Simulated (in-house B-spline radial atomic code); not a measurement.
Configurations of Mg VI (Mg5+), with energies counted from [He] 2s2 2p3. Method: non-relativistic TPSSh, spin-polarised, spherical fractional occupations, exact exchange averaged over the configuration, point nucleus. Calculated with an all-electron radial atomic-structure program (B-spline basis). Shells without spins written out take the highest spin.

```json
{"configuration": "[He] 2s2 2p2 3s1", "E - E(ref) (eV)": "111.93", "highest orbital": "3s up", "its <r> (bohr)": "1.641"}
{"configuration": "[He] 2s1 2p3 3s1", "E - E(ref) (eV)": "125.58", "highest orbital": "3s up", "its <r> (bohr)": "1.639"}
{"configuration": "[He] 2s1 2p3 3d1", "E - E(ref) (eV)": "143.07", "highest orbital": "3d up", "its <r> (bohr)": "1.569"}
```

(1) Order these further configurations by energy, lowest first.
A. [He] 2s2 2p2 3d1
B. [He] 2s1 2p4
C. [He] 2s1 2p3 3p1

## Answers

(1) B (31.354 eV), A (129.64 eV), C (133.57 eV).
